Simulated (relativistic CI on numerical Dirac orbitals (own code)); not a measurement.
**d1 to d9 in one octahedral field**

Computed with a parametric ligand-field model without spin-orbit coupling, by exact diagonalisation: B = 900, C = 3530, 10Dq = 22100 cm⁻¹ (Oh; |10Dq|/B = 24.6) for every shell. Energies in cm⁻¹; the field energy is (0.6 n_e − 0.4 n_t2) × 10Dq of the ground term; g labels are left out.

```
Shell  Ground term  Electrons in e  Field energy  First spin-allowed bands  Lowest term of other spin
   d1          2T2           0.000         -8840                  2E 22100                           
   d2          3T1           0.029        -17035      3T2 20337, 3T1 32073                  1T2 12948
   d3          4A2           0.000        -26520      4T2 22100, 4T1 31059                   2E 17195
   d4          3T1           0.042        -34442       3E 19138, 3T1 20031                     5E 500
   d5          6A1           2.000             0                      none                   2T2 1760
   d6            ?               ?             ?                         ?                          ?
   d7           2E           1.040        -38905      2T1 19770, 2T2 20458                   4T1 4811
   d8          3A2           2.000        -26520      3T2 22100, 3T1 31059                   1E 14045
   d9           2E           3.000        -13260                 2T2 22100
```

Fill in the row of d6.

Ground term: 1A1; Electrons in e: 0.051; Field energy: -51907; First spin-allowed bands: 1T1 19971, 1T2 30978; Lowest term of other spin: 3T1 12255. Low spin: d4, d6, d7; the other shells keep the spin of the free ion. Only d4 to d7 can choose; the field needed to pair spins is smallest for d6 and largest for d5, which loses most exchange energy. In the strong-field picture 10Dq must exceed about 6B + 5C = 23050 (d4), 7.5B + 5C = 24400 (d5), 2.5B + 4C = 16370 (d6) and 4B + 4C = 17720 (d7); mixing of terms shifts these bounds somewhat.
